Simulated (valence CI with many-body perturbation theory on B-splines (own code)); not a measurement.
**Energy levels of Os55+**

Computed by valence CI with perturbative core correlation (CI+MBPT): three valence electrons over a frozen Dirac-Fock core [Ar], radial functions for each j: 7 s, 7 p, 8 d, 6 f, 4 g, 1 h, with the one-electron correlation potential Σ1, the two-electron term Σ2, the three-electron term Σ3, Breit, model QED; selected CI, second order for the rest, scaled by the run's own slope (own B-spline code, finite nucleus).

No measured spectrum was set against this ion. As an estimate, large intervals hold to a few tenths of a per cent, small ones and those within an open d or f shell to about a per cent. The list stops below the first excitations out of the core. Only levels of the ground parity were solved; by the run's estimate the other parity begins above the list, which can be wrong where configurations are misplaced.

Levels 1 to 16 of 16, with energies above the lowest level, (3d3/2^3) J=3/2. "Leading %" is the weight of the configuration and term that name the level; weights of strongly mixed levels are sums over their largest components and can fall short, so below about 35 % the name and the second component can differ from the true leading terms, or belong to a minority configuration. In the jj column 3d3/2^4 stands for four electrons in 3d with j = 3/2. Lifetimes count E1, E2, E3, M1 and M2 decay at the calculated energies, and are blank where another channel may lead or the interval is too uncertain; long ones can be off by a factor of two.

```tsv
No.	Configuration	Term	J	E (cm⁻¹)	Leading %	Leading jj	g	Lifetime
1	3d3	4F	3/2	0	43	3d3/2^3 (99 %)	0.725	
2	3d3	4F	5/2	607230	81	3d3/2^2 3d5/2 (99 %)	1.052	194 ns
3	3d3	4P	3/2	659350	38	3d3/2^2 3d5/2 (99 %)	1.162	243 ns
4	3d3	2H	9/2	689310	47	3d3/2^2 3d5/2 (100 %)	1.029	
5	3d3	2G	7/2	691630	50	3d3/2^2 3d5/2 (98 %)	1.032	131 μs
6	3d3	4P	1/2	704320	57	3d3/2^2 3d5/2 (100 %)	1.795	653 ns
7	3d3	2D	5/2	902270	46	3d3/2^2 3d5/2 (97 %)	1.227	2.17 μs
8	3d3	4F	7/2	1286400	68	3d3/2 3d5/2^2 (99 %)	1.119	110 ns
9	3d3	4F	9/2	1325200	50	3d3/2 3d5/2^2 (98 %)	1.127	187 ns
10	3d3	4P	3/2	1369500	40	3d3/2 3d5/2^2 (100 %)	1.101	94.9 ns
11	3d3	2P	1/2	1394200	57	3d3/2 3d5/2^2 (100 %)	1.518	145 ns
12	3d3	2H	11/2	1403800	100	3d3/2 3d5/2^2 (100 %)	1.078	479 ns
13	3d3	2D	5/2	1405800	40	3d3/2 3d5/2^2 (97 %)	1.296	178 ns
14	3d3	2F	5/2	1481600	44	3d3/2 3d5/2^2 (98 %)	1.088	287 ns
15	3d3	2F	7/2	1483400	78	3d3/2 3d5/2^2 (99 %)	1.081	368 ns
16	3d3	2D	3/2	1654700	80	3d3/2 3d5/2^2 (97 %)	0.875	198 ns
```

The ionisation energy to 3d2 3F_2 of the next ion comes out as 5422 eV (NIST: 5421 ± 5 eV (theoretical)). All 16 levels together are meant to be complete up to 1939100 cm⁻¹.
